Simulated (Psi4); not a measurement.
C₂H₆ClFOSi (SMILES CCO[SiH](F)Cl), singlet, geometry from GFN2-xTB; MP2/def2-SV(P) (Psi4).

Psi4 was given this input:
```
memory 2 GB

molecule {
0 1
Si    0.49749346   -0.14486714    0.62062428
F     1.77563816   -1.09389207    0.75372675
Cl    1.06777717    1.62155100   -0.12846439
O    -0.40064409   -0.98303901   -0.40654492
C    -1.55568899   -0.67242160   -1.14242633
C    -2.72486268   -0.29423235   -0.24776281
H    -0.05487856   -0.00328357    1.94913431
H    -1.33119363    0.14846940   -1.83310849
H    -1.79348302   -1.56822803   -1.72404230
H    -2.50016079    0.62225720    0.29273983
H    -3.61521187   -0.14124034   -0.85082586
H    -2.91447327   -1.08693751    0.47121067
}

set {
  basis def2-sv(p)
  freeze_core true
}

energy('mp2')
print_variables()
```

### Question
Predict the main parts of the log of this Psi4 run.

### Answer

```
    SCF Algorithm Type (re)set to DF.

   => Loading Basis Set <=

    Name: DEF2-SV(P)
    Role: ORBITAL
    Keyword: BASIS

         ---------------------------------------------------------
                                   SCF
               by Justin Turney, Rob Parrish, Andy Simmonett
                          and Daniel G. A. Smith
                              RHF Reference
         ---------------------------------------------------------

  ==> Geometry <==

    Molecular point group: c1
    Full point group: C1

    Geometry (in Angstrom), charge = 0, multiplicity = 1:

       Center              X                  Y                   Z               Mass
    ------------   -----------------  -----------------  -----------------  -----------------
         SI           0.380982775055    -0.164403067645     0.602673597936    27.976926534650
         F            1.659127475055    -1.113427997645     0.735776067936    18.998403162730
         CL           0.951266485055     1.602015072355    -0.146415072064    34.968852682000
         O           -0.517154774945    -1.002574937645    -0.424495602064    15.994914619570
         C           -1.672199674945    -0.691957527645    -1.160377012064    12.000000000000
         C           -2.841373364945    -0.313768277645    -0.265713492064    12.000000000000
         H           -0.171389244945    -0.022819497645     1.931183627936     1.007825032230
         H           -1.447704314945     0.128933472355    -1.851059172064     1.007825032230
         H           -1.909993704945    -1.587763957645    -1.741992982064     1.007825032230
         H           -2.616671474945     0.602721272355     0.274789147936     1.007825032230
         H           -3.731722554945    -0.160776267645    -0.868776542064     1.007825032230
         H           -3.030983954945    -1.106473437645     0.453259987936     1.007825032230

  Running in c1 symmetry.

  Rotational constants: A =      0.10746  B =      0.05218  C =      0.03968 [cm^-1]
  Rotational constants: A =   3221.42942  B =   1564.34193  C =   1189.70181 [MHz]
  Nuclear repulsion =  393.962180511695863

  Charge       = 0
  Multiplicity = 1
  Electrons    = 66
  Nalpha       = 33
  Nbeta        = 33

  ==> Algorithm <==

  SCF Algorithm Type is DF.
  DIIS enabled.
  MOM disabled.
  Fractional occupation disabled.
  Guess Type is SAD.
  Energy threshold   = 1.00e-08
  Density threshold  = 1.00e-08
  Integral threshold = 1.00e-12

  ==> Primary Basis <==

  Basis Set: DEF2-SV(P)
    Blend: DEF2-SV(P)
    Number of shells: 52
    Number of basis functions: 104
    Number of Cartesian functions: 110
    Spherical Harmonics?: true
    Max angular momentum: 2

   => Loading Basis Set <=

    Name: (DEF2-SV(P) AUX)
    Role: JKFIT
    Keyword: DF_BASIS_SCF

  ==> Integral Setup <==

  SCF_SUBTYPE=INCORE selected. In-core MEM_DF algorithm will be used.
  Using in-core AOs.

  ==> MemDFJK: Density-Fitted J/K Matrices <==

    J tasked:                   Yes
    K tasked:                   Yes
    wK tasked:                   No
    Algorithm:                 Core
    Schwarz Cutoff:           1E-12
    Mask sparsity (%):       4.1790
    Fitting Condition:        1E-10

   => Auxiliary Basis Set <=

  Basis Set: (DEF2-SV(P) AUX)
    Blend: DEF2-UNIVERSAL-JKFIT
    Number of shells: 212
    Number of basis functions: 668
    Number of Cartesian functions: 794
    Spherical Harmonics?: true
    Max angular momentum: 4

  Minimum eigenvalue in the overlap matrix is 3.7355684398E-03.
  Reciprocal condition number of the overlap matrix is 6.4074805262E-04.
    Using symmetric orthogonalization.

  ==> Pre-Iterations <==

  SCF Guess: Superposition of Atomic Densities via on-the-fly atomic UHF (no occupation information).

   -------------------------
    Irrep   Nso     Nmo
   -------------------------
     A        104     104
   -------------------------
    Total     104     104
   -------------------------

  ==> Iterations <==

[...]
  Energy and wave function converged.

  ==> Post-Iterations <==

    Orbital Energies [Eh]
    ---------------------

    Doubly Occupied:

[...]
    Virtual:

[...]
    Final Occupation by Irrep:
              A
    DOCC [    33 ]
    NA   [    33 ]
    NB   [    33 ]

  @DF-RHF Final Energy: -1001.66982237724369

   => Energetics <=

    Nuclear Repulsion Energy =            393.9621805116958626
    One-Electron Energy =               -2168.9443458959203781
    Two-Electron Energy =                 773.3123430069808819
    Total Energy =                      -1001.6698223772436904

Computation Completed

Properties will be evaluated at   0.000000,   0.000000,   0.000000 [a0]

Properties computed using the SCF density matrix

 Multipole Moments:

 ------------------------------------------------------------------------------------
     Multipole            Electronic (a.u.)      Nuclear  (a.u.)        Total (a.u.)
 ------------------------------------------------------------------------------------

 L = 1.  Multiply by 2.5417464519 to convert [e a0] to [Debye]
 Dipole X            :         13.3272626          -14.5314370           -1.2041745
 Dipole Y            :          2.7822398           -2.4365589            0.3456809
 Dipole Z            :          2.1416718           -2.2388436           -0.0971719
 Magnitude           :                                                    1.2565723

 ------------------------------------------------------------------------------------

  //>>>>>>>>>>>>>>>>>>>>>>>>>>>>>>>>>>>//
  //               DFMP2               //
  //<<<<<<<<<<<<<<<<<<<<<<<<<<<<<<<<<<<//

   => Loading Basis Set <=

    Name: (DEF2-SV(P) AUX)
    Role: RIFIT
    Keyword: DF_BASIS_MP2

	 --------------------------------------------------------
	                          DF-MP2
	      2nd-Order Density-Fitted Moller-Plesset Theory

	        Rob Parrish, Justin Turney, Andy Simmonett,
	           Ed Hohenstein, and C. David Sherrill
	 --------------------------------------------------------

   => Auxiliary Basis Set <=

  Basis Set: (DEF2-SV(P) AUX)
    Blend: DEF2-SV_P_-RI
    Number of shells: 140
    Number of basis functions: 400
    Number of Cartesian functions: 456
    Spherical Harmonics?: true
    Max angular momentum: 3

	 --------------------------------------------------------
	                 NBF =   104, NAUX =   400
	 --------------------------------------------------------
	   CLASS    FOCC     OCC    AOCC    AVIR     VIR    FVIR
	   PAIRS      14      33      19      71      71       0
	 --------------------------------------------------------

	-----------------------------------------------------------
	 ==================> DF-MP2 Energies <====================
	-----------------------------------------------------------
	 Reference Energy          =   -1001.6698223772436904 [Eh]
	 Singles Energy            =      -0.0000000000000000 [Eh]
	 Same-Spin Energy          =      -0.2158352677069397 [Eh]
	 Opposite-Spin Energy      =      -0.6152000773737744 [Eh]
	 Correlation Energy        =      -0.8310353450807141 [Eh]
	 Total Energy              =   -1002.5008577223244401 [Eh]
	-----------------------------------------------------------
	 ================> DF-SCS-MP2 Energies <==================
	-----------------------------------------------------------
	 SCS Same-Spin Scale       =       0.3333333333333333 [-]
	 SCS Opposite-Spin Scale   =       1.2000000000000000 [-]
	 SCS Same-Spin Energy      =      -0.0719450892356466 [Eh]
	 SCS Opposite-Spin Energy  =      -0.7382400928485292 [Eh]
	 SCS Correlation Energy    =      -0.8101851820841758 [Eh]
	 SCS Total Energy          =   -1002.4800075593278734 [Eh]
	-----------------------------------------------------------

  Variable Map:
  ----------------------------------------------------------------------------
[...]
  Array Variable Map:
  ----------------------------------------------------------------------------
[...]
[...]
```
